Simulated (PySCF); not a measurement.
Species: gallium monochloride, GaCl (singlet state).
SMILES: `[Cl][Ga]`

Level of theory: PySCF, PBE0-D3(BJ)/def2-SVP geometry optimisation, gas phase.

Take the most abundant isotopes and a rigid rotor. 

Question: What are the moment of inertia and the rotational constant?

Answer: I = 114.066 u·Å², B = 505379 MHz·u·Å²/I = 4431 MHz (0.1478 cm⁻¹, or 0.213 K as hB/k). For two atoms I = μr² with μ = 23.1990 u and r = 2.2174 Å.

Question: List the first levels of a rigid rotor in a Σ state.

Answer: E(J) = BJ(J+1): J = 1: 0.296, J = 2: 0.887, J = 3: 1.773, J = 4: 2.956, J = 5: 4.434, J = 6: 6.207 cm⁻¹.

Question: Where do the first rotational lines fall?

Answer: The dipole is 2.04 D; J+1 ← J lies at 2B(J+1): 1 ← 0 at 8.86 GHz, 2 ← 1 at 17.72 GHz, 3 ← 2 at 26.58 GHz, 4 ← 3 at 35.44 GHz, 5 ← 4 at 44.31 GHz, 6 ← 5 at 53.17 GHz.

Whether it is a minimum is left open (no frequencies). No vibrational averaging or centrifugal distortion is included, and the geometry carries the error of its method.
